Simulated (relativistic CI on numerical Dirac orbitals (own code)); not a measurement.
**Energy levels of Ga III**

Calculated at this level of theory: Dirac-Coulomb-Breit CI, separate exchange-only KLI orbitals for each configuration, QED by a radiative potential, valence Slater integrals scaled by 0.85, configuration energies shifted to the measured levels that pair with them (semi-empirical) (own radial code, finite nucleus).

CI space (outside the closed core [Ar]): 3d¹⁰4s, 3d¹⁰4p, 3d⁹4s², 3d¹⁰5s, 3d¹⁰4d, 3d¹⁰5p, 3d¹⁰4f, 3d¹⁰6s, 3d¹⁰5d, 3d¹⁰6p, 3d¹⁰5f, 3d¹⁰5g, 3d¹⁰7s, 3d¹⁰6d, 3d¹⁰7p, 3d¹⁰8p, 3d⁹4s4p, 3d⁹4p², 3d⁸4s4p², 3d⁹4p4d. Levels of other configurations are missing.

The lowest level is 3d¹⁰4s ²S1/2, with 100 % of that term; Hund's rules for 3d¹⁰4s give ²S with J = 1/2, in agreement.

```
No.  Configuration  Term    J  E (cm⁻¹)    %  Landé g  Lifetime (s)
  1         3d¹⁰4s    ²S  1/2       0.0  100    2.002              
  2         3d¹⁰4p   ²P°  1/2   65266.3  100    0.666      1.12e-09
  3         3d¹⁰4p   ²P°  3/2   66790.7  100    1.334      1.04e-09
  4         3d⁹4s²    ²D  5/2  130427.1   96    1.200      5.41e-08
  5         3d⁹4s²    ²D  3/2  133870.4   96    0.799      3.19e-08
  6         3d¹⁰5s    ²S  1/2  140746.8  100    2.002      5.91e-10
  7         3d¹⁰4d    ²D  3/2  144090.0   99    0.799      3.91e-10
  8         3d¹⁰4d    ²D  5/2  144196.7   99    1.200      3.99e-10
  9         3d¹⁰5p   ²P°  1/2  160800.9  100    0.666      5.00e-09
 10         3d¹⁰5p   ²P°  3/2  161269.0  100    1.334      4.96e-09
 11       3d⁹4s4p‡   ⁴P°  5/2  181827.7   97    1.595      9.99e-06
 12       3d⁹4s4p‡   ⁴P°  3/2  183993.4   95    1.710      1.71e-08
 13       3d⁹4s4p‡   ⁴F°  7/2  185322.3   47    1.193      2.25e-09
 14         3d¹⁰4f   ²F°  5/2  185377.5   90    0.868      1.13e-09
 15         3d¹⁰4f   ²F°  7/2  185518.6   54    1.189      1.91e-09
 16       3d⁹4s4p‡   ⁴F°  9/2  185535.4  100    1.334      5.79e+01
 17       3d⁹4s4p‡   ⁴P°  1/2  185630.9   97    2.612      2.41e-08
 18       3d⁹4s4p‡   ⁴F°  5/2  185897.0   76    1.004      1.14e-08
 19       3d⁹4s4p‡   ⁴F°  3/2  187046.3   96    0.424      1.38e-05
 20         3d¹⁰6s    ²S  1/2  187566.5  100    2.002      9.03e-10
 21         3d¹⁰5d    ²D  3/2  189191.5  100    0.800      1.08e-09
 22         3d¹⁰5d    ²D  5/2  189246.8  100    1.200      1.12e-09
 23       3d⁹4s4p‡   ⁴D°  7/2  190386.9   89    1.399      1.73e-06
 24       3d⁹4s4p‡   ²F°  5/2  190393.4   68    0.996      2.43e-07
 25       3d⁹4s4p‡   ⁴D°  5/2  191466.2   56    1.223      7.17e-07
 26       3d⁹4s4p‡   ⁴D°  3/2  191683.7   61    1.070      1.16e-08
 27       3d⁹4s4p‡   ⁴D°  1/2  192494.0   72    0.227      1.16e-09
 28       3d⁹4s4p‡   ²F°  7/2  192811.6   82    1.173      2.95e-07
 29       3d⁹4s4p‡   ²P°  1/2  193627.4   69    0.495      3.59e-10
 30       3d⁹4s4p‡   ²P°  3/2  193698.3   87    1.324      3.07e-10
```

Energies count from the lowest computed level; ° marks odd parity; lifetimes are radiative, by E1, M1, E2, M2, E3 decay to levels of this space only. ‡ marks configurations that were not tied to measured data.

The mean weight of the leading LS term, summed over parents, in these 30 levels is 87 %, and that of the leading jj configuration (from the same eigenvectors) 77 %, so LS coupling describes them better.

Configurations whose levels could be paired with our table of measured levels were shifted onto them, all but the ground configuration, by the median error of their levels; single terms can still be off by 1,000 to 2,000 cm⁻¹ or more, and rates follow the energies as ν³ (E1, M1) or ν⁵ (E2). The others borrow a shift and can be off by several thousand cm⁻¹ or more. The fine structure of a lone outer electron comes out too small, for d and f at times inverted, and misplaced configurations move strength between like terms. 25 of the 28 excited levels that our extract of the measured tables holds in this range could be paired (the sources list more); they are missed by 31 cm⁻¹ on average and 171 at most, after the shifts were fitted to these levels, and levels without a partner can miss by more.

LS names give the leading component of a level, which can be under half, so a name can repeat, a term be missing and a line seem to break the LS rules.
